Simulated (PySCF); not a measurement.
CdI2, SMILES [I][Cd][I]. Heavy atoms are numbered as in [Cd:1]([I:2])[I:3].

Geometry optimised at r2SCAN-D4/def2-SVP. The isomer is the one that the SMILES or the coordinates give; other isomers of the formula were not compared. The def2 effective core potentials stand for the cores of Cd, I; spin–orbit coupling is left out.

Level of theory: HF/def2-TZVPD (PySCF).

Mulliken values depend strongly on the basis, most of all with diffuse functions as here. ESP charges are fitted to the potential on shells at 1.4 to 2.0 van der Waals radii. Atomic charges (e), one atom of each kind:

```
atom  Mulliken     ESP fit
----  --------  ----------
Cd1       0.83  (withheld)
I2       -0.42  (withheld)
```

What belongs in the gaps? (Estimate from the structure and the level; the computed values follow.)


- Cd1, ESP fit: 0.66
- I2, ESP fit: -0.33
